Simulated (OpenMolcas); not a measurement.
# V3+: ligand-field states by method

V3+ with 6 ligands (fluoride) in trigonal prismatic coordination (D3h) at 1.95 Å, a polar angle of 48.1° against the regular 49.1°. A charge of +0.5 e stands 2.6 Å behind each ligand. Ligand basis ANO-RCC-VDZP.

- Program: OpenMolcas 26.06
- Basis: ANO-RCC-VDZP [5s4p2d1f]
- Scalar Hamiltonian: DKH2, point nucleus
- Active space: 2 electrons in 5 orbitals (3d)
- State averaging: 2S+1 = 3 even, 10 roots; 2S+1 = 1 even, 15 roots
- Spin-orbit coupling: RASSI with atomic mean-field integrals over the reference wave functions

I. CASSCF
II. SS-CASPT2, IPEA 0.25 Eh, imaginary shift 0.1 Eh (closed shells correlated: 3s 3p and the ligand valence shells)

Spin-free states (labels of D3, the rotations of D3h) in cm-1, each column counted from its own energy of the first state listed:

```json
{"State": "3E", "Degeneracy": "2", "I": "0", "II": "0"}
{"State": "3A2", "Degeneracy": "1", "I": "9686", "II": "8620"}
{"State": "3E", "Degeneracy": "2", "I": "10374", "II": "10430"}
{"State": "3A2", "Degeneracy": "1", "I": "10548", "II": "10780"}
{"State": "3A1", "Degeneracy": "1", "I": "10568", "II": "10800"}
{"State": "1A1", "Degeneracy": "1", "I": "13516", "II": "9910"}
{"State": "1E", "Degeneracy": "2", "I": "14835", "II": "11420"}
{"State": "1E", "Degeneracy": "2", "I": "19596", "II": "16990"}
{"State": "1E", "Degeneracy": "2", "I": "22987", "II": "19760"}
{"State": "3E", "Degeneracy": "2", "I": "25309", "II": "22390"}
{"State": "3A2", "Degeneracy": "1", "I": "26282", "II": "25880"}
{"State": "1A1", "Degeneracy": "1", "I": "27129", "II": "22510"}
{"State": "1E", "Degeneracy": "2", "I": "29487", "II": "26830"}
{"State": "1A1", "Degeneracy": "1", "I": "29745", "II": "26840"}
{"State": "1A2", "Degeneracy": "1", "I": "29934", "II": "26970"}
{"State": "1E", "Degeneracy": "2", "I": "37818", "II": "36650"}
{"State": "1A1", "Degeneracy": "1", "I": "59477", "II": "51940"}
```

From I to II, I's first state of the same spin (3A2) moves from 9686 to 8620 cm-1, by about -1100 cm-1.

From I to II, I's first state of another spin (1A1) moves from 13516 to 9910 cm-1, by about -3600 cm-1.

χT at 300 K: I 0.88, II 0.88 cm3 K/mol.

Roots that are degenerate in the reference are averaged as groups; the widest CASPT2 spread within a group is 110 cm-1 (the 2-fold group of multiplicity 1 near 11400 cm-1 above the lowest state of its run, II). Shifts and gaps below about the spread of the groups concerned are not significant. Over all roots computed the reference weight is 0.71 to 0.72 in II; a low but even weight reflects the number of correlated electrons. An orbital doublet at a regular site is open to a Jahn-Teller distortion, which this geometry leaves out. Ligand-to-metal charge-transfer states are missing. With no ligand orbital active B as a rule stays too high, so bands that hang on it stand too high and its fall with covalency is understated. Without dynamic correlation the repulsion within the d shell is too large (B by tens of per cent), so at a given field states of lower spin stand too high (holds for I). With metal d orbitals alone and no dynamic correlation the field as a rule comes out too small, by tens of per cent, by up to half for chloride and softer ligands (holds for I). No measured value stands beside these numbers; the geometry was imposed, not optimised, and the real ion may take another.
